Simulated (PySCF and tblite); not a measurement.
The numbers below are computed, except where a source is named.
# C₆H₁₀O₂, numbered as in [O:1]=[CH:2][C@H:3]1[CH2:4][CH2:5][CH2:6][CH2:7][O:8]1: conformational analysis

Free energies: PBE0-D3(BJ)/def2-TZVP on PBE0-D3(BJ)/def2-SVP structures plus GFN2-xTB thermal terms, symmetry and mirror images included. Conformers within 4 kcal/mol (GFN2-xTB free energy) were kept, 5 at most. GIAO shieldings: PBE0/pcSseg-1. Couplings: B3LYP/pcSseg-1 with pcJ-1 on H (gas phase; spin-dipole term only for pairs with B, N, F, Si or P). Couplings are for ¹H. Shifts are against TMS (¹H), TMS (¹³C) at the same level; of two unlike H on one atom, a is the less shielded. Run with PySCF (density fitting) and tblite.

Torsions listed: O1–C2–C3–O8. The 6-ring runs over atoms 3–4–5–6–7–8.

```tsv
conformer	shape	symmetry	E(GFN2) kcal/mol	E(DFT) kcal/mol	G(298.15 K) kcal/mol	weight %	dipole D
1	6-ring chair (all substituents equatorial); 161°	C1	0.24	0.00	0.00	87.0	3.10
2	6-ring chair (C2 axial); 155°	C1	0.00	0.93	1.32	9.3	1.93
3	6-ring chair (all substituents equatorial); 3°	C1	3.10	2.01	2.12	2.4	4.13
4	6-ring chair (C2 axial); 5°	C1	1.87	2.04	2.49	1.3	2.98
```

Weights (%) against temperature:

```json
{"T (K)": "150", "1": "98.2", "2": "1.7", "3": "0.1", "4": "0.0", "S(mix) cal/mol/K": "0.19"}
{"T (K)": "200", "1": "95.1", "2": "4.1", "3": "0.5", "4": "0.2", "S(mix) cal/mol/K": "0.44"}
{"T (K)": "250", "1": "91.2", "2": "6.9", "3": "1.3", "4": "0.7", "S(mix) cal/mol/K": "0.71"}
{"T (K)": "298.15", "1": "87.0", "2": "9.3", "3": "2.4", "4": "1.3", "S(mix) cal/mol/K": "0.97"}
{"T (K)": "400", "1": "78.3", "2": "13.4", "3": "5.2", "4": "3.1", "S(mix) cal/mol/K": "1.43"}
```

Averaged shifts at 298.15 K. ¹H: 9.85 (H2, 1H), 3.97 (H7a, 1H), 3.41 (H7b, 1H), 3.26 (H3, 1H), 1.73 (H4a, 1H), 1.72 (H5a, 1H), 1.46 (H6a, 1H), 1.30 (H5b, 1H), 1.21 (H6b, 1H), 1.14 (H4b, 1H) ppm. ¹³C: 210.3 (C2), 82.9 (C3), 69.9 (C7), 28.0 (C6), 27.3 (C4), 24.9 (C5) ppm.

Averaged couplings (Hz): ³J(H2,H3) -0.6, ⁵J(H2,H5a) 0.9, ³J(H3,H4b) 11.0, ³J(H3,H4a) 3.5, ⁴J(H3,H5a) -0.6, ⁴J(H3,H7b) 0.8, ⁴J(H3,H7a) -0.8, ²J(H4b,H4a) -15.2, ³J(H4b,H5b) 13.1, ³J(H4b,H5a) 4.5, ⁴J(H4b,H6b) -0.6, ³J(H4a,H5b) 4.5, ³J(H4a,H5a) 4.3, ⁴J(H4a,H6a) -0.6, ⁴J(H4a,H6b) 1.4, ²J(H5b,H5a) -14.9, ³J(H5b,H6a) 13.0, ³J(H5b,H6b) 4.4, ⁴J(H5b,H7a) -0.6, ³J(H5a,H6a) 4.5, ³J(H5a,H6b) 4.2, ⁴J(H5a,H7b) -0.7, ⁴J(H5a,H7a) 1.4, ²J(H6a,H6b) -14.9, ³J(H6a,H7b) 12.0, ³J(H6a,H7a) 4.9, ³J(H6b,H7b) 2.8, ³J(H6b,H7a) 3.0, ²J(H7b,H7a) -13.0.

Coordinates of conformer 1 (Å):

```xyz
18

O    -3.260   -0.295   -0.245
C    -2.473    0.611   -0.266
C    -1.015    0.476    0.112
C    -0.399   -0.852   -0.304
C     1.083   -0.867    0.056
C     1.767    0.382   -0.491
C     1.011    1.630   -0.063
O    -0.343    1.574   -0.441
H    -2.761    1.654   -0.554
H    -0.989    0.543    1.227
H    -0.526   -0.965   -1.393
H    -0.955   -1.673    0.173
H     1.192   -0.892    1.155
H     1.567   -1.779   -0.327
H     1.786    0.343   -1.594
H     2.813    0.447   -0.151
H     1.086    1.755    1.039
H     1.429    2.535   -0.529
```

Shifts are unscaled: against experiment ¹³C can be off by 15 ppm or more and ¹H by 0.8 ppm.

Search and properties took 7.1 min on 1 thread of Arm Neoverse V1, on a host shared with other jobs (rough), launched as `OMP_NUM_THREADS=1 python ens_run.py task.json out`.
